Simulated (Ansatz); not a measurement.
`CC[SiH](F)[SiH3]` + H₂ → `F[SiH2][SiH3]` + ethane at 400 K and 1 bar (hydrogenolysis of the Si–C bond).

Isolated molecules relaxed with PBE0-D4/def2-TZVP in Ansatz; ΔE leaves out vibrations. CCSD(T)/CBS adds triple-zeta CCSD(T) − MP2 to the extrapolated MP2 energy (def2 sets, frozen cores). This one scheme is used for every species. One conformer a species, not always the lowest.

| species | CCSD(T)/CBS energy (Eh) | H − E (kJ/mol) | S (J/(mol·K)) |
| --- | --- | --- | --- |
| `CC[SiH](F)[SiH3]` | -759.53732 | 308.3 | 426.5 |
| H₂ | -1.17544 | 38.0 | 139.0 |
| `F[SiH2][SiH3]` | -681.00067 | 143.3 | 339.5 |
| `CC` | -79.71954 | 213.5 | 244.3 |

H − E and S are ideal-gas, rigid-rotor, harmonic terms from PBE0-D4/def2-TZVP, for one conformer and one mirror image of each species. The MP2-based limit puts H₂ 0.8 mEh under its directly extrapolated value; such offsets cancel only in part. 1 Eh = 2625.50 kJ/mol, R = 8.31446 J/(mol·K).

By hand: ΔE, ΔH, ΔS and ΔG.

ΔE = (-681.00067) + (-79.71954) − (-759.53732) − (-1.17544) = -0.00745 Eh = -19.6 kJ/mol. Δ(H − E) = 143.3 + 213.5 − 308.3 − 38.0 = 10.5, so ΔH = -9.1 kJ/mol. ΔS = 339.5 + 244.3 − 426.5 − 139.0 = 18.3 J/(mol·K). ΔG = -9.1 − 400 × (18.3)/1000 = -16.4 kJ/mol.

By hand: the equilibrium constant, and the temperature at which ΔG would vanish if ΔH and ΔS stayed fixed.

log₁₀ K = −ΔG/(RT ln 10) = 2.1. ΔH and −TΔS have one sign here, so there is no such temperature.

TΔS isn't small against ΔH here. A doubt of 5 kJ/mol in ΔE shifts log₁₀ K by 0.7 here. Other conformers and mirror images would add mixing entropy, several J/(mol·K) or more a flexible species. These are equilibria of isolated gas molecules and say nothing of rates. Largest T1 diagnostic: 0.012 (customary marks: 0.02 for closed shells, 0.045 for open ones).
